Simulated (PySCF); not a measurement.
## Bonding in `CCc1ccpc(OC)p1`

Compound: C7H10OP2.
Atom-mapped SMILES: `[CH3:1][CH2:2][c:3]1[cH:4][cH:5][p:6][c:7]([O:8][CH3:9])[p:10]1` (hydrogens: H11, H12, H13 on C1; H14, H15 on C2; H16 on C4; H17 on C5; H18, H19, H20 on C9)

Cartesian coordinates in Å at the GFN2-xTB level; atoms count from 1:
```
atom  x, y, z in Å
C1    -3.084    1.058   -0.202
C2    -2.323    0.434    0.969
C3    -0.978   -0.070    0.512
C4    -0.922   -1.316   -0.094
C5     0.187   -1.940   -0.619
P6     1.829   -1.388   -0.696
C7     1.713    0.176    0.071
O8     2.820    0.955    0.219
C9     4.039    0.446   -0.253
P10    0.347    1.032    0.761
H11   -2.513    1.888   -0.614
H12   -4.051    1.429    0.128
H13   -3.242    0.325   -0.990
H14   -2.908   -0.388    1.387
H15   -2.189    1.190    1.746
H16   -1.858   -1.862   -0.155
H17    0.047   -2.923   -1.055
H18    3.995    0.263   -1.333
H19    4.794    1.198   -0.034
H20    4.291   -0.495    0.250
```

Bond orders from the PBE0/pcSseg-1 density (PySCF). Isolated species at its GFN2-xTB geometry (one conformer only).

Question: How far do the computed orders between heavy atoms stray from the drawn ones?

Answer: The largest departure is 0.296, at C7–P10 (drawn aromatic, 1.204), counting aromatic bonds as 1.5. The bonds drawn aromatic range from 1.20 to 1.51.

Question: Set the Mayer orders of the bonds beside their lengths.

Answer: 
```csv
bond,drawn as,length (Å),Mayer order
C1–C2,single,1.529,1.030
C2–C3,single,1.507,1.060
C3–C4,aromatic,1.387,1.341
C4–C5,aromatic,1.376,1.507
C5–P6,aromatic,1.733,1.310
P6–C7,aromatic,1.746,1.234
C7–O8,single,1.362,0.988
O8–C9,single,1.402,0.897
C7–P10,aromatic,1.753,1.204
P10–C3,aromatic,1.741,1.318
C1–H11,single,1.088,0.964
C1–H12,single,1.087,0.968
C1–H13,single,1.088,0.966
C2–H14,single,1.093,0.945
C2–H15,single,1.092,0.940
C4–H16,single,1.085,0.952
C5–H17,single,1.084,0.927
C9–H18,single,1.096,0.949
C9–H19,single,1.089,0.967
C9–H20,single,1.096,0.948
```

Bonds between the same two heavy elements. C–C: lowest C1–C2 (1.030, 1.529 Å), highest C4–C5 (1.507, 1.376 Å). C–P: lowest C7–P10 (1.204, 1.753 Å), highest P10–C3 (1.318, 1.741 Å). C–O: lowest O8–C9 (0.897, 1.402 Å), highest C7–O8 (0.988, 1.362 Å).

Question: Sum the orders of all bonds at each heavy atom with more than one neighbour and set the sums beside the valence in the SMILES.

Answer: C1 3.928 (drawn 4), C2 3.975 (drawn 4), C3 3.719 (drawn 4), C4 3.800 (drawn 4), C5 3.744 (drawn 4), P6 2.544 (drawn 3), C7 3.426 (drawn 4), O8 1.885 (drawn 2), C9 3.761 (drawn 4), P10 2.522 (drawn 3). Orders between atoms that aren't bonded are not in these sums.

Mayer orders depend on the basis set.

The run behind these numbers computed NMR shieldings as well. On one thread, Arm Neoverse V2 (aarch64) (shared host), this took 61 s (with the writing of density and orbital grids) and 1.1 GiB of memory at its peak.
